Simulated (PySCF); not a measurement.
## Computed properties of Ga(Cl)2(NHMe) (CH4Cl2GaN), SMILES C[NH][Ga]([Cl])[Cl]

Ga(Cl)2(NHMe) (CH₄Cl₂GaN), SMILES C[NH][Ga]([Cl])[Cl]. The structure is a stationary point at B3LYP-D3(BJ)/def2-SVP. The structure was generated by enumeration; whether it is a known compound was not checked. The values are those of a single conformer. All values are computed for the isolated molecule unless a solvent is named; none is compared with measurement here.

**Structure.** The optimised structure has Cs symmetry. All 21 harmonic modes at B3LYP-D3(BJ)/def2-SVP (PySCF) are real, so it is a minimum. With heavy atoms numbered as in [Ga:1]([Cl:2])([Cl:3])[NH:4][CH3:5], the shortest bond between them is N4–C5 at 1.452 Å and the longest Ga1–Cl3 at 2.150 Å.

**Vibrations.** The strongest infrared lines (harmonic, unscaled, degenerate partners summed) lie at 1139 cm⁻¹ (113 km/mol, N 46 %, C 37 %, H 17 %), 2991 cm⁻¹ (93 km/mol, H 97 %), 453 cm⁻¹ (83 km/mol, Cl 55 %, Ga 45 %). The softest mode is at 94 cm⁻¹ and the zero-point energy is 35.4 kcal/mol.

**Electronic structure.** PBE0/def2-TZVP (PySCF) places the frontier levels at -7.33 and -1.14 eV, a gap of 6.19 eV, and gives a dipole moment of 2.77 D and a mean polarisability of 70.3 bohr³. PBE/def2-TZVP (PySCF) at the same geometry gives -6.01 and -2.09 eV, so its gap is 2.27 eV narrower. An orbital gap is neither the optical nor the fundamental gap.

**Excitations.** TDA-CAM-B3LYP/def2-SVPD (PySCF) has S1 at 5.09 eV (243 nm, f = 0.009, weak); the most intense of the 10 singlets computed lies at 6.98 eV (f = 0.16). T1 (TDA) is at 4.65 eV, 0.44 eV under S1. TDA-PBE/def2-SVPD (PySCF) puts S1 at 4.00 eV. No vertical singlet excitation falls in the visible range (under 3.1 eV).

**NMR.** GIAO shifts at PBE0/pcSseg-1 (PySCF) (non-relativistic, atoms alike by connectivity averaged): ¹³C at 36.3 ppm against TMS; ¹H from 2.1 to 3.3 ppm against TMS. Without spin–orbit terms, shifts of atoms bonded to Cl or Br come out too high.
